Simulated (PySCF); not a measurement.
CH3Zn (SMILES [CH3][Zn+]), charge +1, singlet, geometry from GFN2-xTB (such geometries of metal compounds can be far from the true shape); PySCF with PBE/cc-pVDZ.

The PySCF input:
```python
from pyscf import gto, scf, dft

mol = gto.Mole()
mol.atom = '''
    Zn   -0.34914678   -0.20143649   -0.26629558
    C     1.09381840    0.63106679    0.83425947
    H     1.59595133   -0.20267503    1.33375943
    H     0.57940379    1.30261333    1.52792074
    H     1.73613783    1.15675559    0.12163043
'''
mol.basis = 'cc-pvdz'
mol.charge = 1
mol.verbose = 4
mol.build()

mf = dft.RKS(mol)
mf.xc = 'pbe'
mf.kernel()
```

Q: What does PySCF print? Leave out banner, timings and long lists.

A: 
```
PySCF version 2.14.0

[INPUT] verbose = 4
[INPUT] num. atoms = 5
[INPUT] num. electrons = 38
[INPUT] charge = 1
[INPUT] spin (= nelec alpha-beta = 2S) = 0
[INPUT] symmetry False subgroup None
[INPUT] Mole.unit = angstrom
[INPUT] Symbol           X                Y                Z      unit          X                Y                Z       unit  Magmom
[INPUT]  1 Zn    -0.349146780000  -0.201436490000  -0.266295580000 AA   -0.659791791474  -0.380659797594  -0.503225714382 Bohr   0.0
[INPUT]  2 C      1.093818400000   0.631066790000   0.834259470000 AA    2.067017206010   1.192543399408   1.576521915125 Bohr   0.0
[INPUT]  3 H      1.595951330000  -0.202675030000   1.333759430000 AA    3.015910921835  -0.383000298988   2.520440038756 Bohr   0.0
[INPUT]  4 H      0.579403790000   1.302613330000   1.527920740000 AA    1.094914478635   2.461582439908   2.887351738643 Bohr   0.0
[INPUT]  5 H      1.736137830000   1.156755590000   0.121630430000 AA    3.280825013197   2.185951258160   0.229848201113 Bohr   0.0

nuclear repulsion = 76.1923413406247
number of shells = 21
number of NR pGTOs = 169
number of NR cGTOs = 72
basis = cc-pvdz
ecp = {}

******** <class 'pyscf.dft.rks.RKS'> ********
method = RKS
initial guess = minao
damping factor = 0
level_shift factor = 0
DIIS = <class 'pyscf.scf.diis.CDIIS'>
diis_start_cycle = 1
diis_space = 8
diis_damp = 0
SCF conv_tol = 1e-09
SCF conv_tol_grad = None
SCF max_cycles = 50
direct_scf = True
direct_scf_tol = 1e-13
XC library pyscf.dft.libxc version 7.1.2
    S. Lehtola, C. Steigemann, M. J. T. Oliveira, and M. A. L. Marques,  SoftwareX 7, 1–5 (2018)
XC functionals = pbe
    J. P. Perdew, K. Burke, and M. Ernzerhof,  Phys. Rev. Lett. 77, 3865 (1996)
    J. P. Perdew, K. Burke, and M. Ernzerhof,  Phys. Rev. Lett. 78, 1396 (1997)
    J. P. Perdew, K. Burke, and M. Ernzerhof,  Phys. Rev. Lett. 77, 3865 (1996)
    J. P. Perdew, K. Burke, and M. Ernzerhof,  Phys. Rev. Lett. 78, 1396 (1997)
radial grids:
    Treutler-Ahlrichs [JCP 102, 346 (1995); DOI:10.1063/1.469408] (M4) radial grids

becke partition: Becke, JCP 88, 2547 (1988); DOI:10.1063/1.454033
pruning grids: <function nwchem_prune>
grids dens level: 3
symmetrized grids: False
atomic radii adjust function: <function treutler_atomic_radii_adjust>
small_rho_cutoff = 0
Set gradient conv threshold to 3.16228e-05
Initial guess from minao.
tot grids = 64184
init E= -1818.52174632291
  HOMO = -0.272609790998194  LUMO = -0.13915803105512  gap/eV = 3.63141
cycle= 1 E= -1818.49743271665  delta_E= 0.0243  |g|=  1.2  |ddm|= 2.23
  HOMO = -0.44625223919215  LUMO = -0.358219726913403  gap/eV = 2.39549
cycle= 2 E= -1817.48830702708  delta_E= 1.01  |g|= 2.83  |ddm|= 2.77
  HOMO = -0.534755003734989  LUMO = -0.387726096039838  gap/eV = 4.00086
cycle= 3 E= -1818.69754384374  delta_E= -1.21  |g|= 0.258  |ddm|= 2.06
  HOMO = -0.501881809775926  LUMO = -0.372501357462664  gap/eV = 3.52062
cycle= 4 E= -1818.66953450907  delta_E= 0.028  |g|= 0.331  |ddm|= 0.516
  HOMO = -0.515691924826414  LUMO = -0.380276902508897  gap/eV = 3.68483
cycle= 5 E= -1818.70483867208  delta_E= -0.0353  |g|= 0.0369  |ddm|= 0.436
  HOMO = -0.513654554034535  LUMO = -0.378619517148223  gap/eV = 3.67449
cycle= 6 E= -1818.70525123205  delta_E= -0.000413  |g|= 0.007  |ddm|= 0.0359
  HOMO = -0.514141223139108  LUMO = -0.379375756553101  gap/eV = 3.66716
cycle= 7 E= -1818.7052587345  delta_E= -7.5e-06  |g|= 0.000858  |ddm|= 0.00726
  HOMO = -0.51419071835716  LUMO = -0.37937462667997  gap/eV = 3.66853
cycle= 8 E= -1818.7052589815  delta_E= -2.47e-07  |g|= 0.000229  |ddm|= 0.00174
  HOMO = -0.514194058763355  LUMO = -0.379385803448862  gap/eV = 3.66832
cycle= 9 E= -1818.70525900059  delta_E= -1.91e-08  |g|= 1.07e-05  |ddm|= 0.000343
  HOMO = -0.514193848481743  LUMO = -0.379385782799177  gap/eV = 3.66831
cycle= 10 E= -1818.70525900061  delta_E= -1.96e-11  |g|= 4.01e-06  |ddm|= 9.2e-06
  HOMO = -0.514193494236743  LUMO = -0.37938583001181  gap/eV = 3.66830
Extra cycle  E= -1818.70525900056  delta_E= 4.32e-11  |g|= 1.13e-05  |ddm|= 2.04e-05
converged SCF energy = -1818.70525900056
```
